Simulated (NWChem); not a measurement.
Basis-set convergence for BrClSn

```xyz
3

Sn    -0.8222     0.3606     0.0000
Cl     0.7036     2.2287     0.0000
Br     0.8328    -1.5977     0.0000
```
Charge 0, spin multiplicity 1.

Program: NWChem. The geometry was optimised at PBE/def2-SVP with def2 effective core potentials on Sn, a minimum by its harmonic frequencies.

Quantity: dipole moment at the level PBE0.

Effective core potentials replace the inner electrons of Sn; spin-orbit coupling is left out. The structure started from a generated list of species.

Relative cost: rough, from shared machines, SCF included, def2-SVP = 1.

Task: In def2-QZVP the value is 3.38 D. Among def2-SVP, def2-SVPD, def2-TZVP, def2-TZVPP, def2-TZVPD, which is the smallest basis within 0.1 D of it?

Result: def2-SVP, with 76 functions against 227 and about 2 % of the time (also within reach: def2-SVPD, def2-TZVP, def2-TZVPP, def2-TZVPD). def2-QZVP isn't the basis-set limit itself, and a small set can land close by cancellation.

```tsv
basis	functions	dipole moment (D)	relative cost
def2-SVP	76	3.31	1
def2-SVPD	100	3.43	under 3
def2-TZVP	135	3.39	3
def2-TZVPP	140	3.39	3
def2-TZVPD	159	3.38	5
def2-QZVP	227	3.38	40
```
